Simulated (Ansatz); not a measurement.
Reaction (redistribution): `N[SiH]([AlH2])[SiH3]` + `CN[SiH2]CN` → `NC[SiH2][AlH2]` + `CN[SiH](N)[SiH3]`

Isolated molecules relaxed with PBE0-D4/def2-TZVP in Ansatz; ΔE leaves out vibrations. CBS: MP2 limit from def2 TZ/QZ plus the TZ coupled-cluster correction, frozen cores. DFT in def2-TZVPP. One conformer a species, not always the lowest.

| level | ΔE (kcal/mol) |
| --- | --- |
| r2SCAN | -3.5 |
| CCSD/CBS(def2) | -3.4 |

(1) What does CCSD(T)/CBS give? (An estimate is asked.)

Largest T1 diagnostic among the species: 0.013.

Answers

(1) The calculation gave: -3.3 kcal/mol. The listed levels differ from it by -0.2, -0.1 kcal/mol.
